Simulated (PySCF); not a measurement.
Compound: C4N4Si.
Bonds: N1–C2 (triple), C2–Si3, Si3–C4, C4–N5 (triple), Si3–C6, C6–N7 (triple), Si3–C8, C8–N9 (triple).

The same species was optimised twice, with GFN2-xTB and with PBE0-D3(BJ)/def2-SVP (PySCF), and the same property calculations (PySCF, gas phase) were run on both structures.

```csv
coordinate,GFN2-xTB,PBE0-D3(BJ)/def2-SVP,change
Si3–C4 (Å),1.865,1.833,-0.032
Si3–C8 (Å),1.865,1.833,-0.032
Si3–C6 (Å),1.865,1.834,-0.031
C2–Si3 (Å),1.865,1.834,-0.031
C6≡N7 (Å),1.143,1.159,+0.016
C4≡N5 (Å),1.143,1.159,+0.016
N1≡C2 (Å),1.143,1.159,+0.016
C8≡N9 (Å),1.143,1.159,+0.016
C2–Si3–C6 (°),109.5,109.7,+0.2
C2–Si3–C8 (°),109.6,109.5,-0.1
C2–Si3–C4 (°),109.4,109.4,0.0
N1–C2–Si3 (°),179.9,179.8,-0.1
C4–Si3–C6 (°),109.5,109.5,0.0
C4–Si3–C8 (°),109.4,109.4,0.0
Si3–C8–N9 (°),179.9,179.9,0.0
Si3–C4–N5 (°),180.0,179.9,-0.1
```

Rotational constants: A = 1126, B = 1125, C = 1124 MHz (GFN2-xTB) against A = 1145, B = 1144, C = 1142 MHz (PBE0-D3(BJ)/def2-SVP). Point groups within 0.08 Å: Td and Td. Atoms that the bonding makes alike are paired by their places after alignment.

On the GFN2-xTB structure: isotropic polarisability (au) 79.6 [PBE0/def2-SVPD]; HOMO (eV) -11.47 [PBE0/def2-SVPD]; LUMO (eV) -3.02 [PBE0/def2-SVPD]; HOMO (eV) -11.44 [PBE0/pcSseg-1]; LUMO (eV) -2.95 [PBE0/pcSseg-1]; GIAO shielding of N1/N5/N7/N9 (mean) (ppm) -113.2 [PBE0/pcSseg-1]; GIAO shielding of C2/C4/C6/C8 (mean) (ppm) 73.1 [PBE0/pcSseg-1]; GIAO shielding of Si3 (ppm) 476.3 [PBE0/pcSseg-1].

Q: What do these properties become on the PBE0-D3(BJ)/def2-SVP structure?

A: 
```csv
property,level,on GFN2-xTB,on PBE0-D3(BJ)/def2-SVP,change
isotropic polarisability (au),PBE0/def2-SVPD,79.6,80.1,+0.5
HOMO (eV),PBE0/def2-SVPD,-11.47,-11.37,+0.10
LUMO (eV),PBE0/def2-SVPD,-3.02,-3.08,-0.06
"energy, GFN2-xTB geometry as zero (kcal/mol)",PBE0/def2-SVPD,0.0,-2.2,-2.2
HOMO (eV),PBE0/pcSseg-1,-11.44,-11.34,+0.10
LUMO (eV),PBE0/pcSseg-1,-2.95,-3.02,-0.07
"energy, GFN2-xTB geometry as zero (kcal/mol)",PBE0/pcSseg-1,0.0,-2.0,-2.0
GIAO shielding of N1/N5/N7/N9 (mean) (ppm),PBE0/pcSseg-1,-113.2,-127.1,-13.9
GIAO shielding of C2/C4/C6/C8 (mean) (ppm),PBE0/pcSseg-1,73.1,69.0,-4.1
GIAO shielding of Si3 (ppm),PBE0/pcSseg-1,476.3,482.8,+6.5
```

The heavy atoms differ by 0.023 Å rms after alignment (one structure mirrored). Among bonds between heavy atoms C2–Si3, Si3–C4, Si3–C6 and Si3–C8 change most and about equally (-0.032 to -0.031 Å). Changes are differences of the printed values. Neither structure is proved a minimum here.
